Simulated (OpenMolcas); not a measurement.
**Ru2+: moving or changing the point charges**

Ru2+ among 6 point charges of -1.5 e arranged as an octahedron (Oh), 1.85 Å from the ion.

```yaml
Program: OpenMolcas
Method: CASSCF
Basis: ANO-RCC-VDZP [6s5p3d1f]
Scalar_Hamiltonian: DKH2, point nucleus
Active_space: 6 electrons in 5 orbitals (4d)
State_averaging: 2S+1 = 5 even, 5 roots; 2S+1 = 3 even, 45 roots; 2S+1 = 1 even, 50 roots
Spin-orbit_coupling: state interaction with AMFI integrals over the reference wave functions
```

Runs around this geometry, states (labels of O, the rotations of Oh). Energies in cm-1 above the lowest state or level, χT in cm3 K/mol; under a threefold ground state the first gap can be a small split of the lowest multiplet, not the spin-orbit step.

| R (Å) | q (e) | Ground state | First state of that spin | First gap with spin-orbit (degeneracies) | χT at 300 K | First state of another spin |
| --- | --- | --- | --- | --- | --- | --- |
| 1.85 | -0.75 | 5T2 | 5E 7618 | 388.3 (3, 2) | 4.366 | 3T1 12088 |
| 1.85 | -1.5 | 5T2 | 5E 15501 | 299.9 (3, 2) | 4.186 | 1A1 2320 |
| 2.01 | -1.5 | 5T2 | 5E 10978 | 370.0 (3, 2) | 4.284 | 1A1 9587 |

Taking the first state of the same spin as R^-n, n = -ln(10978 / 15501) / ln(2.01 / 1.85) = 4.2 between the shortest and longest distance.

Scaling the charges by -0.75 / -1.5 = 0.50 scales the first state of the same spin by 7618 / 15501 = 0.49; with fixed orbitals a first-order splitting would follow the charge.

An orbital triplet at a regular site is open to Jahn-Teller coupling, which can distort the site and quench the lowest spin-orbit gaps and is left out. Without dynamic correlation the repulsion within the d shell is too large (B by tens of per cent), so at a given field states of lower spin stand too high. Point charges give a weaker field than real ligands, and real ions of this kind are as a rule low spin; the high spin found here belongs to the model. This shell can be high or low spin here, a state of another spin lies low, and with metal d orbitals alone active their balance is uncertain, so the ground spin may be wrong (holds for R = 1.85, q = -1.5). This is an electrostatic model: the charges have no orbitals. No measured value stands beside these numbers.
